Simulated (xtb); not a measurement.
BeFI, SMILES [F][Be][I]. All values are semi-empirical tight-binding results from xtb (GFN2-xTB unless named), good for trends rather than for accurate numbers. The structure is a stationary point at GFN2-xTB.

For metal compounds this method's bond lengths and energies can be far off.

Task: Estimate the properties. (An estimate is asked for; the answer gives what the named calculation found.)

Result: 
The point group as xtb finds it is C∞v. The orbital gap is 6.34 eV and the zero-point energy is 3.0 kcal/mol. The G − E(el) at 298.15 K (modified RRHO) comes out as -13.2 kcal/mol.
